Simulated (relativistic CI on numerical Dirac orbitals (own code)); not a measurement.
## Yb4+: 4f valence photoemission

Computed with this model: Dirac-Coulomb-Breit CI, KLI orbitals optimised for each configuration, QED by a radiative potential, valence Slater integrals scaled by 0.9, multiplet model of photoemission in the sudden approximation; configurations [Xe] 4f12 → [Xe] 4f11; 300 K; Lorentzian 0.21 eV and Gaussian 0.3 eV FWHM. Energies are those of the free ion, without screening or charge transfer. The energies are binding energies and can lie tens of eV above those of solids. S is read from ⟨S²⟩ = S(S + 1).

Field parameters in Wybourne normalisation; cubic f-shell fields have B⁴₄ = √(5/14) B⁴₀ and B⁶₄ = −√(7/2) B⁶₀. The field is a parameter set, without covalency.

free ion: ground-state S = 0.99, centroid 64.90 eV. Peaks (eV, height): 61.5 (100), 62.6 (37), 63.1 (32), 64.1 (16), 64.6 (32), 65.8 (82), 67.2 (11), 68.1 (78), 70.4 (9).

D3d, B20 = 2140, B40 = 1960, B43 = -1450, B60 = -330, B63 = -180, B66 = 920 cm⁻¹: ground-state S = 0.99, centroid 64.90 eV. Peaks (eV, height): 61.5 (100), 62.6 (38), 63.2 (34), 64.1 (17), 64.6 (32), 65.8 (77), 67.3 (11), 68.1 (72), 70.4 (8).

Oh, B40 = -3550, B60 = 630 cm⁻¹: ground-state S = 0.99, centroid 64.90 eV. Peaks (eV, height): 61.5 (100), 62.6 (38), 63.2 (35), 64.1 (16), 64.6 (33), 65.8 (80), 67.3 (11), 68.1 (76), 70.5 (9).

Strongest unbroadened transitions for Oh, B40 = -3550, B60 = 630 cm⁻¹:

```csv
Energy (eV),Relative strength
61.49,46.0
61.50,100.0
61.51,58.6
61.57,37.8
61.58,83.3
62.60,35.9
62.66,26.6
63.19,26.8
63.20,37.6
64.62,32.0
65.72,38.2
65.73,33.5
65.89,38.8
68.06,39.6
68.07,36.3
68.08,36.3
68.11,35.3
68.12,25.0
```
